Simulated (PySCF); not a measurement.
## UHF on Pm (promethium, neutral)

Configuration: [Xe] 4f5 6s2, one real determinant. All numbers are calculated (PySCF 2.14, scalar relativity by spin-free X2C-1e, in ANO-RCC-VTZP).

* Total energy: -10015.726791 hartree
* One-electron energy: -13687.6556 hartree
* Hartree (Coulomb) energy: 3900.4438 hartree
* Exchange energy: -228.5149 hartree
* ⟨S²⟩: 8.7574
* ⟨L²⟩: 24.033
* Sum of ⟨r⟩: 44.59 bohr
* Sum of ⟨r²⟩: 92.43 bohr²
* Traceless quadrupole moment −½Σ⟨3z² − r²⟩ along its main axis: 0.0474 e·bohr²
* Langevin diamagnetic susceptibility: -73.2 ×10⁻⁶ cm³/mol

```json
{"shell": "1s α", "electrons": "1", "mean orbital energy (eV)": "-45397.3", "spread (eV)": "0", "rms radius, mean of both spins (bohr)": "0.0264"}
{"shell": "1s β", "electrons": "1", "mean orbital energy (eV)": "-45397.3", "spread (eV)": "0", "rms radius, mean of both spins (bohr)": "0.0264"}
{"shell": "2s α", "electrons": "1", "mean orbital energy (eV)": "-7495.8", "spread (eV)": "0", "rms radius, mean of both spins (bohr)": "0.107"}
{"shell": "2s β", "electrons": "1", "mean orbital energy (eV)": "-7495.7", "spread (eV)": "0", "rms radius, mean of both spins (bohr)": "0.107"}
{"shell": "2p α", "electrons": "3", "mean orbital energy (eV)": "-6696.6", "spread (eV)": "0.180", "rms radius, mean of both spins (bohr)": "0.0959"}
{"shell": "2p β", "electrons": "3", "mean orbital energy (eV)": "-6696.5", "spread (eV)": "0.193", "rms radius, mean of both spins (bohr)": "0.0959"}
{"shell": "3s α", "electrons": "1", "mean orbital energy (eV)": "-1683.6", "spread (eV)": "0", "rms radius, mean of both spins (bohr)": "0.277"}
{"shell": "3s β", "electrons": "1", "mean orbital energy (eV)": "-1681.1", "spread (eV)": "0", "rms radius, mean of both spins (bohr)": "0.277"}
{"shell": "3p α", "electrons": "3", "mean orbital energy (eV)": "-1426.3", "spread (eV)": "0.627", "rms radius, mean of both spins (bohr)": "0.277"}
{"shell": "3p β", "electrons": "3", "mean orbital energy (eV)": "-1423.5", "spread (eV)": "1.153", "rms radius, mean of both spins (bohr)": "0.277"}
{"shell": "3d α", "electrons": "5", "mean orbital energy (eV)": "-1068.9", "spread (eV)": "0.546", "rms radius, mean of both spins (bohr)": "0.256"}
{"shell": "3d β", "electrons": "5", "mean orbital energy (eV)": "-1065.8", "spread (eV)": "1.086", "rms radius, mean of both spins (bohr)": "0.256"}
{"shell": "4s α", "electrons": "1", "mean orbital energy (eV)": "-359.04", "spread (eV)": "0", "rms radius, mean of both spins (bohr)": "0.630"}
{"shell": "4s β", "electrons": "1", "mean orbital energy (eV)": "-351.70", "spread (eV)": "0", "rms radius, mean of both spins (bohr)": "0.630"}
{"shell": "4p α", "electrons": "3", "mean orbital energy (eV)": "-272.11", "spread (eV)": "0.450", "rms radius, mean of both spins (bohr)": "0.669"}
{"shell": "4p β", "electrons": "3", "mean orbital energy (eV)": "-263.89", "spread (eV)": "2.068", "rms radius, mean of both spins (bohr)": "0.669"}
{"shell": "4d α", "electrons": "5", "mean orbital energy (eV)": "-145.94", "spread (eV)": "2.166", "rms radius, mean of both spins (bohr)": "0.744"}
{"shell": "4d β", "electrons": "5", "mean orbital energy (eV)": "-135.09", "spread (eV)": "2.301", "rms radius, mean of both spins (bohr)": "0.744"}
{"shell": "5s α", "electrons": "1", "mean orbital energy (eV)": "-53.487", "spread (eV)": "0", "rms radius, mean of both spins (bohr)": "1.56"}
{"shell": "5s β", "electrons": "1", "mean orbital energy (eV)": "-50.260", "spread (eV)": "0", "rms radius, mean of both spins (bohr)": "1.56"}
{"shell": "5p α", "electrons": "3", "mean orbital energy (eV)": "-29.636", "spread (eV)": "0.353", "rms radius, mean of both spins (bohr)": "1.83"}
{"shell": "5p β", "electrons": "3", "mean orbital energy (eV)": "-27.122", "spread (eV)": "0.949", "rms radius, mean of both spins (bohr)": "1.83"}
{"shell": "4f α", "electrons": "5", "mean orbital energy (eV)": "-12.692", "spread (eV)": "2.073", "rms radius, mean of both spins (bohr)": "1.11"}
{"shell": "6s α", "electrons": "1", "mean orbital energy (eV)": "-4.869", "spread (eV)": "0", "rms radius, mean of both spins (bohr)": "5.05"}
{"shell": "6s β", "electrons": "1", "mean orbital energy (eV)": "-4.704", "spread (eV)": "0", "rms radius, mean of both spins (bohr)": "5.05"}
```

⟨L²⟩ = 24.03 against 30 for a pure H term, so this real determinant mixes terms. Spin-orbit coupling, absent here, splits the open shell strongly.

Densities and radii are taken from the X2C orbitals without a picture-change correction, which distorts them close to the nucleus.

Spin-orbit constants ζ (cm⁻¹) from the X2C one-electron operator on these orbitals: bare nucleus, nucleus screened by l(l+1)(2l+1)/3 electrons, and screened by the Breit-Pauli mean field of the electrons.

```csv
shell,bare,screened nucleus,mean field
2p,2935000,2839000,n/a
3p,596900,577400,n/a
3d,92520,77360,n/a
4p,126700,122600,n/a
4d,16310,13640,n/a
4f,2063,1116,n/a
5p,16400,15860,n/a
```

To first order the Landé constant is A = 223.2 cm⁻¹, so the lowest level has J = 5/2 and lies 0.415 eV below the centre of the term. This holds in LS coupling only.
